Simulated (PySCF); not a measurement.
Vertical excitations of a molecule C₅H₉O, multiplicity 2 from TDA-PBE/def2-SVPD (PySCF), as energy in eV (oscillator strength): 2.79 (0.002), 3.31 (0.061), 4.14 (0.000), 4.25 (0.005), 4.69 (0.027), 5.02 (0.003), 5.26 (0.002), 5.41 (0.006), 5.62 (0.005), 5.68 (0.005). The structure is a stationary point at B3LYP-D3(BJ)/def2-SVP. Other conformers were not sampled.

Which structure fits?
A. CC(C)(C)[C]=O
B. [CH2]CCC(C)=O
C. CC(C)C[C]=O
D. C[CH]CC(C)=O

D, C[CH]CC(C)=O
